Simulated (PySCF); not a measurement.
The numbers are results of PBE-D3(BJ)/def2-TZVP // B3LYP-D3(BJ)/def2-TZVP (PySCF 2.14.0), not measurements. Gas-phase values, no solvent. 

Reference species (SMILES): `F[CH]F` (neutral, multiplicity 2).

| Item | Result |
|---|---|
| highest occupied spin orbital | -5.17 eV |
| dipole moment | 1.23 D |

Changed species: `F[C](F)F` (radical fragment; the reference has radical fragment).

### Question
What does the change do to the highest occupied spin orbital and dipole moment?

### Answer
the highest occupied spin orbital falls by 0.93 eV, to -6.10 eV; the dipole moment drops by 1.10 D, to 0.13 D.
